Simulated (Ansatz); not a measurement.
Program: Ansatz 0.2.0.

A structure relaxed at PBE0-D4/def2-TZVP, charge 0, multiplicity 1:

| atom | x (Å) | y (Å) | z (Å) |
| --- | --- | --- | --- |
| C1 | 0.943 | -1.156 | 0.101 |
| N2 | -0.319 | -0.550 | 0.485 |
| Sn3 | -0.765 | 1.331 | -0.017 |
| F4 | -0.928 | 1.453 | -1.943 |
| H5 | 1.160 | -2.018 | 0.740 |
| H6 | 1.758 | -0.441 | 0.248 |
| H7 | 0.984 | -1.488 | -0.944 |
| H8 | -1.090 | -1.197 | 0.409 |
| H9 | 0.559 | 2.329 | 0.348 |
| H10 | -2.303 | 1.737 | 0.574 |

Problem. Give its formula and SMILES.

Solution. CH6FNSn, `C[NH][SnH2][F]`.

Problem. Summarise the bond lengths by kind.

Solution. 1 × C–N 1.452 Å; 3 × C–H 1.093 to 1.097 Å; 1 × N–Sn 1.997 Å; 1 × H–N 1.010 Å; 1 × F–Sn 1.937 Å; 2 × H–Sn 1.698 Å.
